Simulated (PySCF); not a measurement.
NICS in isomers of C7H8F3P.

NICS is the negative of the GIAO shielding at a point without a nucleus: at the ring centre (0) and 1 Å above and below it (1); zz is the component along the ring normal. Level: GIAO PBE0/pcSseg-1 (PySCF, non-relativistic, gas phase) on the GFN2-xTB geometries, one conformer each. Atom numbers follow the mapped SMILES.

Problem. Order these rings by mean NICS(1)zz, lowest (most negative) first (ppm).
A. ring P6–C7–C8–C9–C10–C11 in `[F:1][C:2]([F:3])([F:4])[CH2:5][P:6]1[CH:7]=[CH:8][CH2:9][CH:10]=[CH:11]1`
B. ring P3–C4–C5–C6–C11 in `[CH3:1][CH2:2][p:3]1[cH:4][cH:5][c:6]([C:7]([F:8])([F:9])[F:10])[cH:11]1`
C. ring C2–C3–C4–P5–C10–C11 in `[CH3:1][CH:2]1[CH:3]=[CH:4][P:5]([C:6]([F:7])([F:8])[F:9])[CH:10]=[CH:11]1`
D. ring C9–C10–C11 in `[CH:1]#[C:2][P:3]([CH2:4][C:5]([F:6])([F:7])[F:8])[CH:9]1[CH2:10][CH2:11]1`
E. ring C3–C4–P5 in `[CH2:1]=[CH:2][C:3]1=[CH:4][P:5]1[CH2:6][CH2:7][C:8]([F:9])([F:10])[F:11]`

Solution. D (-22.5), E (-16.2), B (-14.5), C (-4.9), A (-2.8).

```tsv
SMILES	ring	NICS(0)	NICS(1)	NICS(1)zz	HOMA	rms pucker (Å)	ring atoms with four or more neighbours
C#CP(CC(F)(F)F)C1CC1	3-membered carbocycle; formal bonds all single	-43.6	-8.5	-22.5	–	0.00	3
C=CC1=CP1CCC(F)(F)F	3-membered ring with P; formal bonds 1 double, 2 single	-25.1	-7.3	-16.2	-0.82	0.00	0
CCp1ccc(C(F)(F)F)c1	5-membered ring with P; bonds drawn aromatic by RDKit's count	-6.2	-7.0	-14.5	0.21	0.05	0
CC1C=CP(C(F)(F)F)C=C1	6-membered ring with P; formal bonds 2 double, 4 single	-2.3	-3.6	-4.9	–	0.24	1
FC(F)(F)CP1C=CCC=C1	6-membered ring with P; formal bonds 2 double, 4 single	-2.1	-3.5	-2.8	–	0.23	1
```

NICS(0) gives the same order. The isotropic NICS(1) gives the same order. HOMA uses Krygowski's 1993 parameters; it is left out where a ring has a four-coordinate atom, a triple bond, no multiple bond or a kind of bond without parameters. NICS(1) and NICS(1)zz are means over the two faces.
